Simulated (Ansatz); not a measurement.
GaH2(CCH) (C₂H₃Ga). Total charge 0; singlet. Geometry PBE-D4/def2-TZVP, basis def2-TZVP, Ansatz.

```xyz
6

Ga    0.033    1.154    0.601
H    -1.077    1.458    1.667
H     1.178    2.154    0.215
C    -0.015   -0.549   -0.288
C    -0.046   -1.632   -0.850
H    -0.073   -2.584   -1.345
```

| run | HOMO (eV) | LUMO (eV) |
| --- | --- | --- |
| A | -9.25 | -1.10 |
| B | -6.87 | -3.08 |
| C | -6.72 | -2.81 |
| D | -10.12 | -0.25 |
| E | -6.98 | -2.73 |
| F | -6.58 | -2.74 |

Task: The runs used B97M-V, BLYP, CAM-B3LYP, LDA (SPW92), PBE, ωB97M-V. Estimate which is which.

Result: A CAM-B3LYP (range-separated); B LDA (SPW92) (0 % exact exchange); C PBE (0 % exact exchange); D ωB97M-V (range-separated); E B97M-V (0 % exact exchange); F BLYP (0 % exact exchange). Exact exchange lowers occupied and raises empty levels; among semilocal functionals meta-GGAs tend to open the gap a little, and such runs are hard to tell apart. The gap grows from 3.79 eV (LDA (SPW92)) to 9.87 eV (ωB97M-V).
